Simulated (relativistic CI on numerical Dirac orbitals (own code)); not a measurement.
## Hyperfine structure of Ir48+, mass number 193

Calculated at this level of theory: Dirac-Coulomb-Breit CI, separate exchange-only KLI orbitals for each configuration, model QED, unscaled Slater integrals (own radial code, finite nucleus).

CI space (outside the closed core [Ar]): 3d¹⁰4s, 3d¹⁰4p, 3d¹⁰4d, 3d¹⁰4f, 3d¹⁰5s, 3d¹⁰5p, 3d¹⁰5d, 3d¹⁰5f, 3d¹⁰5g, 3d⁹4p², 3d¹⁰6s, 3d¹⁰6p, 3d⁸4s4p², 3d⁹4s², 3d¹⁰6d, 3d⁹4p4d. Levels of other configurations are missing.

Nuclear spin I = 3/2, μ = 0.163 μN, Q = 0.751 b (tables of Stone and Pyykkö). The electronic factors are computed for point nuclear moments, without core polarisation or the Bohr-Weisskopf and QED corrections.

| Level | E (10³ cm⁻¹) | A (GHz) | B (GHz) |
| --- | --- | --- | --- |
| 3d¹⁰4s ²S1/2 | 0.0 | 230.9 |  |
| 3d¹⁰4p ²P°1/2 | 847.8 | 74.15 |  |
| 3d¹⁰4p ²P°3/2 | 1855.8 | 7.88 | 112 |
| 3d¹⁰4d ²D3/2 | 3151.1 | 4.027 | 19.4 |
| 3d¹⁰4d ²D5/2 | 3365.2 | 1.592 | 23.2 |
| 3d¹⁰4f ²F°5/2 | 4746.3 | 0.8593 | 6.23 |
| 3d¹⁰4f ²F°7/2 | 4802.1 | 0.467 | 7 |
| 3d¹⁰5s ²S1/2 | 8770.1 | 108.6 |  |

Levels with J = 0, under 50 % of one LS term, or S terms without an open s electron are left out. Small factors come from cancelling terms and can be off by tens of per cent or more.

At this charge energies of transitions that change n are usually good to better than 1 %, and those within a shell (Δn = 0) to a few per cent.

Q: Give the hyperfine levels of 3d¹⁰4s ²S1/2 relative to its centre of gravity.

A: With K = F(F + 1) − I(I + 1) − J(J + 1), E = AK/2: F = 1: -288.6, F = 2: 173.1 GHz.

LS names give the leading component of a level, which can be under half, so a name can repeat, a term be missing and a line seem to break the LS rules.
